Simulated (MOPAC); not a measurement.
MOPAC input (AM1):

```
AM1 FORCE THERMO(298,298) PRECISE LET CHARGE=-1 GEO-OK AUX(PRECISION=9) THREADS=1
CHO2

O     1.13884254 1   -0.07035941 1    0.03355654 1
C    -0.05187096 1    0.35611489 1    0.00280644 1
O    -1.07153488 1   -0.39174916 1   -0.03719836 1
H    -0.21530374 1    1.47820011 1    0.01164951 1
```

Q: Which zero-point energy does it print?

A: 13.86 kcal/mol, from the harmonic wavenumbers of AM1.
